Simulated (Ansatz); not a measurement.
Species: sum formula H$_{6}$SiN$_{2}$O$_{2}$ (charge 0, singlet). SMILES: N[Si](N)(O)O
Coordinates optimised at B3LYP-D3(BJ)/def2-TZVP (Ansatz, a program for electronic structure):
```xyz
11

Si    -0.0057    -0.0156    -0.0031
O     -0.6135    -1.3154    -0.8085
O      1.6155    -0.1104    -0.3250
N     -0.4868     1.5601    -0.4653
N     -0.5584    -0.2067     1.5919
H     -0.0393    -1.6929    -1.4793
H      2.1712     0.5861     0.0318
H     -0.1067     1.9833    -1.2970
H     -1.4348     1.8617    -0.3034
H     -0.5116     0.5284     2.2756
H     -0.6978    -1.1159     1.9983
```

Parts of the frozen-core correlation energy in cc-pwCVTZ (Ansatz, hartree). Frozen orbitals: 9; correlated occupied orbitals by spin: 16 and 16; virtual: 290 and 290. Spin-orbit coupling is left out. No relativistic terms.

```tsv
term	value
reference (HF)	-551.37457
MP2 opposite-spin	-0.78836
MP2 same-spin	-0.26138
CCSD correlation	-1.06936
(T)	-0.03947
T1 diagnostic	0.010
largest doubles amplitude	0.013
```
